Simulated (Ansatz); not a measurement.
`CC1=CC(C)=[O+][B-](O)(Cl)O1` and `CC1=CC(C)=[O+][Al-]([OH])([F])[O]1` differ in one atom or group.

Ansatz, PBE0-D4/def2-TZVP geometries, multiplicity 1. Each molecule was computed in one conformer, which needn't be the lowest.

| property | `CC1=CC(C)=[O+][B-](O)(Cl)O1` |
| --- | --- |
| HOMO–LUMO gap (PBE0/def2-TZVPP) / eV | 5.46 |
| HOMO energy (ωB97M-V/def2-TZVPP) / eV | -9.91 |
| HOMO energy (B3LYP/def2-TZVPP) / eV | -7.53 |
| HOMO–LUMO gap (B3LYP/def2-TZVPP) / eV | 5.02 |
| size of the dipole moment (PBE/def2-TZVPP) / D | 6.85 |
| LUMO energy (ωB97M-V/def2-TZVPP) / eV | -0.19 |

(1) Give the same properties after the change, and the shifts. (An estimate is asked.)

## Answers

(1) The calculation gave: 
| property | `CC1=CC(C)=[O+][Al-]([OH])([F])[O]1` | shift |
| --- | --- | --- |
| HOMO–LUMO gap (PBE0/def2-TZVPP) / eV | 5.52 | 0.06 |
| HOMO energy (ωB97M-V/def2-TZVPP) / eV | -9.84 | 0.07 |
| HOMO energy (B3LYP/def2-TZVPP) / eV | -7.52 | 0.01 |
| HOMO–LUMO gap (B3LYP/def2-TZVPP) / eV | 5.11 | 0.09 |
| size of the dipole moment (PBE/def2-TZVPP) / D | 6.70 | -0.15 |
| LUMO energy (ωB97M-V/def2-TZVPP) / eV | -0.10 | 0.09 |

Dipoles are sizes alone; their direction can turn.

B3LYP here is the variant with VWN-RPA as its local correlation; programs differ in this.
